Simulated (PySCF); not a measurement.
Record of a relaxation.

C₄H₇NSi.
SMILES with atom numbers: `[CH3:1][C:2]#[C:3]/[CH:4]=[N:5]\[SiH3:6]` (hydrogens: H7, H8, H9 on C1; H10 on C4; H11, H12, H13 on Si6)

Method: PySCF, PBE0-D3(BJ)/def2-SVP geometry optimisation, gas phase; density fitting, grid level 1; the optimiser is geomeTRIC in internal coordinates, started from a GFN2-xTB structure with every atom displaced at random (about 0.01 Å). 10 of its 11 geometries are shown. The frame can shift and turn from step to step; on so coarse a grid that alone can change the energy by a few meV, and forces under 0.02 eV/Å are noise.

Step 0: E = -13610.5215 eV, largest atomic force 3.648 eV/Å
```
atom  x, y, z in Å  |  force x, y, z in eV/Å
C1      2.805   -0.360    0.201   -1.571   1.446   0.054
C2      1.500    0.260   -0.095    0.303  -0.129   0.019
C3      0.426    0.780   -0.353    2.774  -1.286   0.672
C4     -0.786    1.353   -0.624   -3.647  -0.067  -0.064
N5     -1.946    0.822   -0.414    1.388   1.379  -0.527
Si6    -2.486   -0.657    0.248   -0.250   0.278  -0.120
H7      2.716   -1.423    0.157    0.102  -1.189   0.009
H8      3.125   -0.037    1.190    0.173  -0.071   0.428
H9      3.526    0.005   -0.508    0.716   0.107  -0.624
H10    -0.790    2.346   -1.057    0.199   0.726  -0.328
H11    -3.262   -1.244   -0.839   -0.479  -0.438  -0.334
H12    -3.317   -0.245    1.378   -0.456  -0.043   0.474
H13    -1.503   -1.616    0.706    0.748  -0.712   0.340
```

Step 1: E = -13610.7714 eV, largest atomic force 0.736 eV/Å
```
atom  x, y, z in Å  |  force x, y, z in eV/Å
C1      2.841   -0.418   -0.028    0.036  -0.137  -0.102
C2      1.546    0.197   -0.246    0.121  -0.146   0.147
C3      0.445    0.691   -0.382   -0.615   0.246  -0.321
C4     -0.823    1.355   -0.619    0.608   0.060   0.378
N5     -1.978    0.980   -0.264   -0.296  -0.227  -0.142
Si6    -2.557   -0.503    0.457    0.066  -0.152   0.061
H7      2.773   -1.523   -0.082    0.020   0.230  -0.002
H8      3.226   -0.152    0.969    0.014  -0.011   0.015
H9      3.575   -0.073   -0.776   -0.046  -0.062   0.060
H10    -0.722    2.337   -1.121    0.039  -0.018  -0.069
H11    -3.408   -1.193   -0.564    0.061   0.074   0.014
H12    -3.423   -0.144    1.618    0.041   0.043  -0.005
H13    -1.502   -1.473    0.921   -0.051   0.101  -0.033
```

Step 2: E = -13610.7798 eV, largest atomic force 0.642 eV/Å
```
atom  x, y, z in Å  |  force x, y, z in eV/Å
C1      2.750   -0.459   -0.019   -0.012  -0.026  -0.031
C2      1.478    0.199   -0.249   -0.043  -0.029   0.104
C3      0.396    0.734   -0.399    0.162   0.347  -0.251
C4     -0.842    1.436   -0.629    0.304  -0.496   0.271
N5     -1.983    0.995   -0.295   -0.348   0.283  -0.144
Si6    -2.449   -0.509    0.458    0.009  -0.086   0.027
H7      2.650   -1.552   -0.106    0.010   0.012   0.001
H8      3.121   -0.234    0.993   -0.002  -0.004   0.000
H9      3.510   -0.122   -0.740   -0.006  -0.006   0.000
H10    -0.742    2.420   -1.127   -0.068  -0.042   0.025
H11    -3.215   -1.285   -0.563   -0.004   0.008  -0.005
H12    -3.358   -0.178    1.593    0.012   0.015   0.005
H13    -1.325   -1.363    0.967   -0.015   0.022  -0.002
```

Step 3: E = -13610.7879 eV, largest atomic force 0.298 eV/Å
```
atom  x, y, z in Å  |  force x, y, z in eV/Å
C1      2.794   -0.449   -0.041   -0.020   0.098   0.007
C2      1.512    0.196   -0.251   -0.140   0.041   0.064
C3      0.422    0.720   -0.391    0.180  -0.132   0.135
C4     -0.830    1.391   -0.586   -0.135   0.038  -0.263
N5     -1.999    0.977   -0.308    0.173   0.157   0.058
Si6    -2.508   -0.504    0.461   -0.016  -0.035  -0.005
H7      2.711   -1.536   -0.157   -0.016  -0.145  -0.006
H8      3.166   -0.247    0.976   -0.016   0.006  -0.008
H9      3.548   -0.086   -0.753    0.034   0.036  -0.038
H10    -0.724    2.377   -1.079   -0.026   0.051   0.026
H11    -3.227   -1.295   -0.576   -0.048  -0.052  -0.010
H12    -3.460   -0.125    1.545   -0.012  -0.019   0.016
H13    -1.412   -1.339    1.044    0.043  -0.044   0.026
```

Step 4: E = -13610.7946 eV, largest atomic force 0.069 eV/Å
```
atom  x, y, z in Å  |  force x, y, z in eV/Å
C1      2.778   -0.453   -0.025    0.007   0.011  -0.013
C2      1.502    0.200   -0.241   -0.023  -0.037   0.054
C3      0.418    0.730   -0.394    0.005   0.036  -0.045
C4     -0.833    1.403   -0.613    0.035  -0.002   0.015
N5     -1.994    0.992   -0.303   -0.027   0.034  -0.043
Si6    -2.488   -0.504    0.454    0.011  -0.038   0.028
H7      2.685   -1.545   -0.119   -0.004  -0.004   0.000
H8      3.154   -0.233    0.987    0.004  -0.004   0.002
H9      3.533   -0.106   -0.747   -0.001   0.000  -0.002
H10    -0.733    2.388   -1.110   -0.004   0.004   0.003
H11    -3.263   -1.274   -0.564   -0.002   0.005   0.005
H12    -3.391   -0.148    1.586   -0.001  -0.001   0.003
H13    -1.377   -1.368    0.973    0.000  -0.004  -0.005
```

Step 6: E = -13610.7960 eV, largest atomic force 0.040 eV/Å
```
atom  x, y, z in Å  |  force x, y, z in eV/Å
C1      2.749   -0.470   -0.010    0.004   0.002   0.000
C2      1.484    0.202   -0.231   -0.007  -0.015   0.009
C3      0.413    0.751   -0.405    0.032   0.016  -0.019
C4     -0.836    1.424   -0.629   -0.031   0.003   0.022
N5     -1.996    1.006   -0.319    0.006  -0.017  -0.013
Si6    -2.455   -0.501    0.448   -0.001   0.010   0.004
H7      2.639   -1.562   -0.106    0.001   0.003   0.000
H8      3.127   -0.259    1.003    0.000  -0.001  -0.001
H9      3.511   -0.135   -0.730   -0.002  -0.002   0.000
H10    -0.741    2.409   -1.126    0.003  -0.002   0.001
H11    -3.256   -1.271   -0.548   -0.002   0.003   0.000
H12    -3.326   -0.156    1.609    0.002   0.002   0.000
H13    -1.322   -1.357    0.928   -0.003   0.000  -0.004
```

Step 7: E = -13610.7961 eV, largest atomic force 0.033 eV/Å
```
atom  x, y, z in Å  |  force x, y, z in eV/Å
C1      2.747   -0.474   -0.007    0.001   0.000   0.001
C2      1.484    0.201   -0.230   -0.003  -0.007  -0.001
C3      0.416    0.754   -0.408    0.013   0.003  -0.004
C4     -0.834    1.425   -0.631   -0.027   0.011   0.011
N5     -1.995    1.008   -0.322    0.017  -0.028  -0.003
Si6    -2.454   -0.498    0.447   -0.004   0.018  -0.004
H7      2.634   -1.565   -0.103    0.001   0.001   0.000
H8      3.124   -0.264    1.006   -0.001   0.000  -0.001
H9      3.510   -0.140   -0.727   -0.001  -0.002   0.000
H10    -0.740    2.410   -1.129    0.003   0.000   0.001
H11    -3.267   -1.264   -0.544   -0.001   0.002   0.000
H12    -3.313   -0.152    1.616    0.002   0.002   0.001
H13    -1.320   -1.361    0.915   -0.001  -0.001  -0.002
```

Step 8: E = -13610.7963 eV, largest atomic force 0.033 eV/Å
```
atom  x, y, z in Å  |  force x, y, z in eV/Å
C1      2.747   -0.480   -0.003   -0.002  -0.003   0.001
C2      1.485    0.197   -0.228    0.004   0.006  -0.011
C3      0.420    0.755   -0.412   -0.016  -0.011   0.014
C4     -0.830    1.427   -0.635   -0.001   0.015  -0.004
N5     -1.991    1.010   -0.327    0.015  -0.029   0.005
Si6    -2.456   -0.494    0.444   -0.004   0.021  -0.009
H7      2.632   -1.571   -0.098    0.000  -0.001   0.000
H8      3.123   -0.269    1.011    0.000   0.001   0.000
H9      3.511   -0.148   -0.722    0.001   0.000   0.000
H10    -0.737    2.412   -1.132    0.002   0.003   0.001
H11    -3.295   -1.244   -0.535   -0.001   0.001   0.000
H12    -3.290   -0.140    1.629    0.002   0.001   0.002
H13    -1.326   -1.373    0.890    0.001  -0.002   0.000
```

Step 9: E = -13610.7963 eV, largest atomic force 0.035 eV/Å
```
atom  x, y, z in Å  |  force x, y, z in eV/Å
C1      2.747   -0.484    0.000   -0.004  -0.004   0.001
C2      1.486    0.193   -0.228    0.008   0.011  -0.014
C3      0.424    0.754   -0.414   -0.026  -0.014   0.019
C4     -0.826    1.427   -0.638    0.016   0.010  -0.006
N5     -1.987    1.010   -0.329    0.005  -0.015   0.002
Si6    -2.459   -0.490    0.442   -0.002   0.012  -0.006
H7      2.632   -1.575   -0.094   -0.001  -0.002   0.000
H8      3.122   -0.273    1.014    0.000   0.001   0.000
H9      3.513   -0.154   -0.718    0.001   0.000   0.000
H10    -0.732    2.412   -1.134    0.000   0.003   0.001
H11    -3.320   -1.226   -0.528   -0.001   0.000   0.001
H12    -3.274   -0.129    1.639    0.002   0.000   0.002
H13    -1.335   -1.384    0.871    0.002  -0.002   0.001
```

Step 10: E = -13610.7964 eV, largest atomic force 0.029 eV/Å
```
atom  x, y, z in Å  |  force x, y, z in eV/Å
C1      2.748   -0.489    0.003   -0.003  -0.004   0.001
C2      1.488    0.188   -0.228    0.009   0.013  -0.012
C3      0.427    0.752   -0.416   -0.021  -0.013   0.016
C4     -0.822    1.427   -0.640    0.022   0.002  -0.004
N5     -1.983    1.012   -0.332   -0.007   0.005  -0.005
Si6    -2.463   -0.484    0.440    0.001  -0.002   0.001
H7      2.633   -1.580   -0.090   -0.001  -0.002   0.000
H8      3.122   -0.277    1.017    0.000   0.000   0.000
H9      3.515   -0.160   -0.715    0.001   0.000   0.000
H10    -0.725    2.412   -1.136   -0.001   0.001   0.001
H11    -3.345   -1.208   -0.522   -0.001   0.001   0.001
H12    -3.259   -0.117    1.648    0.001   0.000   0.001
H13    -1.345   -1.394    0.853    0.001  -0.001   0.000
```

Question: Summarise the path.

Answer: The energy falls by 6.34 kcal/mol from step 0 to step 10; nine tenths of that is first reached at step 1. It falls at every step. The largest force goes from 3.648 to 0.029 eV/Å. Among the bonds C3–C4 changes most, from 1.368 to 1.437 Å; the atoms move by 0.104 Å rms after alignment.

Question: Follow the three bonds and two angles with the largest change from start to end.

Answer: 
```
step  E above end (kcal/mol)  largest force (eV/Å)  C3–C4 (Å)  Si6–H13 (Å)  N5–Si6 (Å)  C4–N5–Si6 (°)  N5–Si6–H11 (°)
   0                    6.34                 3.648      1.368        1.447       1.708          134.5           103.1
   1                    0.58                 0.736      1.452        1.507       1.748          132.0           107.3
   2                    0.38                 0.642      1.442        1.501       1.745          130.8           106.9
   3                    0.20                 0.298      1.434        1.496       1.745          129.9           106.5
   4                    0.04                 0.069      1.437        1.500       1.748          129.9           107.0
   5                    0.02                 0.070      1.436        1.500       1.750          129.5           107.0
   6                    0.01                 0.040      1.436        1.500       1.752          128.9           107.0
   7                    0.01                 0.033      1.436        1.499       1.753          128.9           107.0
   8                    0.00                 0.033      1.437        1.499       1.753          129.1           107.0
   9                    0.00                 0.035      1.437        1.499       1.752          129.3           107.0
  10                    0.00                 0.029      1.437        1.500       1.751          129.5           107.0
```

The cost below is that of the whole optimisation. On one thread, Intel Xeon Platinum 8488C (x86_64) (shared host), this took 60 s wall and 0.51 GiB of memory at its peak.
